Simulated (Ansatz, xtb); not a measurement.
Relative energy of two isomers of C6H9B

We compare a, `B/C=C\C=C/C=C`, a singlet, with b, `B/C=C/C=C/C=C`, a singlet. Both are isolated molecules in the gas phase, relaxed with PBE-D3(BJ)/def2-SVP; the shapes shown needn't be the lowest conformers.

a (Å):

```xyz
16

C    -1.3048    0.8043   -1.6606
C    -1.1249    0.7892   -0.2903
C    -1.3781   -0.3222    0.5895
C    -1.1959   -0.3238    1.9520
C    -0.7212    0.7666    2.7769
C    -0.5736    0.6724    4.1219
B    -1.8117   -0.3615   -2.5232
H    -2.1050   -1.4406   -2.0377
H    -1.9302   -0.2254   -3.7281
H    -1.0513    1.7618   -2.1506
H    -0.7515    1.7123    0.1909
H    -1.7499   -1.2459    0.1199
H    -1.4350   -1.2566    2.4925
H    -0.4679    1.7201    2.2837
H    -0.8147   -0.2607    4.6574
H    -0.2104    1.5191    4.7231
```

b (Å):

```tsv
atom	x (Å)	y (Å)	z (Å)
C	-1.1240	-0.0010	-1.7741
C	-1.5482	0.0870	-0.4670
C	-0.7042	0.3301	0.6721
C	-1.1699	0.4109	1.9589
C	-0.3395	0.6545	3.1154
C	-0.8104	0.7337	4.3853
B	-2.0984	-0.2630	-2.9285
H	-3.2868	-0.3987	-2.6828
H	-1.7186	-0.3391	-4.0835
H	-0.0386	0.1283	-1.9484
H	-2.6284	-0.0380	-0.2610
H	0.3778	0.4572	0.4863
H	-2.2536	0.2827	2.1358
H	0.7423	0.7812	2.9310
H	-1.8842	0.6121	4.6033
H	-0.1413	0.9213	5.2381
```

Q: Estimate which is lower in electronic energy at CCSD(T)/def2-SVP + ΔMP2/def2-TZVPP, and by roughly how much.

A: The CCSD(T)/def2-SVP + ΔMP2/def2-TZVPP calculation puts structure b lower, by 16.1 kJ/mol.

The same difference at several levels:

```tsv
level	geometry	E(b) − E(a) (kJ/mol)	departure from the last row (kJ/mol)	job, with rough time for the two
GFN2-xTB	GFN2-xTB	−14.9	+1.2	optimisation, 0.64 s
HF/STO-3G	GFN2-xTB	−18.7	−2.6	single point, 1.4 s
r2SCAN-D4/def2-SVP	GFN2-xTB	−17.7	−1.7	single point, 12 s
PBE-D3(BJ)/def2-SVP	PBE-D3(BJ)/def2-SVP	−16.0	+0.1	optimisation, 86 s
HF/def2-SVP	PBE-D3(BJ)/def2-SVP	−21.6	−5.5	part of the CCSD(T) run
MP2/def2-SVP	PBE-D3(BJ)/def2-SVP	−18.5	−2.4	part of the CCSD(T) run
CCSD(T)/def2-SVP	PBE-D3(BJ)/def2-SVP	−17.4	−1.3	single point
CCSD(T)/def2-SVP + ΔMP2/def2-TZVPP	PBE-D3(BJ)/def2-SVP	−16.1		single point, 4.7 min
```

As drawn, both hold the same kinds of bond in the same numbers.

The levels shown agree on the order. The largest departure from CCSD(T)/def2-SVP + ΔMP2/def2-TZVPP is that of HF/def2-SVP, 5.5 kJ/mol. A small imaginary or near-zero mode remains, so no thermal terms are given. The last row adds to CCSD(T) the change of the MP2 difference between the two basis sets, here +1.3 kJ/mol.

The correlated steps freeze 7 core orbitals. Codes used: Ansatz 0.2.0, xtb 6.7.1; the last row on 2 threads of AMD EPYC (Zen 3) on a shared host.
